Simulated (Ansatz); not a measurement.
MgAl₃. Charge 0, multiplicity 2. Geometry relaxed at PBE0-D4/def2-TZVP.

Cartesian coordinates in Å:
```
Al 0.289 -0.616 1.668
Al -1.081 1.426 -0.149
Al -0.725 -1.133 -0.728
Mg 1.517 0.323 -0.790
```

The charge 0 doublet is spin-contaminated (final ⟨S²⟩ up to 1.17, 0.75 for a pure state). The relaxation made no stability test and no search for a lower SCF solution. The geometry of the doublet was relaxed on an unsound state (⟨S²⟩ 1.17, where a pure state has 0.75). The structure comes from a short search, and lower isomers may exist.

Problem. Estimate the harmonic wavenumbers at UKS PBE0-D4/def2-TZVP (Ansatz, unscaled). Is this a minimum?

Solution. 83, 99, 155, 186, 243, 286 cm⁻¹. Yes, no mode is imaginary beyond noise. Zero-point energy 6.3 kJ/mol. Hardware: 4 threads of Arm Neoverse V1 on a shared host. Wall time 64 s.
